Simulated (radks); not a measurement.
The holmium ion Ho46+, 21 electrons, occupied as [Ar] 3d2 4f1 (not the ground configuration). Method: non-relativistic Kohn-Sham, PBE, spin-polarised, spherical densities, point nucleus; open shells are filled with parallel spins first (spin-orbit coupling, left out, can overturn this in heavy ions); relativity is left out, which matters for an element this heavy; computed with a radial shooting solver on a logarithmic mesh with Libxc functionals.

Radial electron density D(r) = 4 pi r^2 rho(r):

```
   r/bohr * D(r) (the largest magnitude, 108, reaches the edge; | marks zero)
 0.001905 |   *
 0.002131 |    *
 0.002403 |     *
 0.002688 |      *
  0.00303 |       *
 0.003417 |         *
 0.003821 |           *
 0.004309 |             *
 0.004819 |                *
 0.005434 |                   *
 0.006127 |                      *
 0.006853 |                         *
 0.007726 |                            *
 0.008642 |                               *
 0.009744 |                                   *
  0.01099 |                                     *
  0.01229 |                                        *
  0.01385 |                                         *
   0.0155 |                                          *
  0.01747 |                                          *
  0.01954 |                                          *
  0.02204 |                                         *
  0.02484 |                                       *
  0.02779 |                                      *
  0.03133 |                                      *
  0.03505 |                                       *
  0.03951 |                                         *
  0.04455 |                                             *
  0.04983 |                                                 *
  0.05618 |                                                    *
  0.06284 |                                                      *
  0.07085 |                                                     *
  0.07925 |                                                  *
  0.08936 |                                           *
   0.1007 |                                    *
   0.1127 |                              *
   0.1271 |                          *
   0.1421 |                         *
   0.1602 |                           *
   0.1807 |                             *
   0.2021 |                             *
   0.2278 |                           *
   0.2548 |                      *
   0.2873 |                *
    0.324 |          *
   0.3624 |     *
   0.4086 |  *
    0.457 | *
   0.5152 |*
   0.5763 *
   0.6498 *
   0.7326 *
   0.8195 *
   0.9239 *
    1.033 *
    1.165 *
```

D(r) has 3 maxima, at r = 0.0167, 0.0649, 0.196 bohr, and minima at 0.0301, 0.139 bohr, inside which lie 1.97, 10.82 electrons.
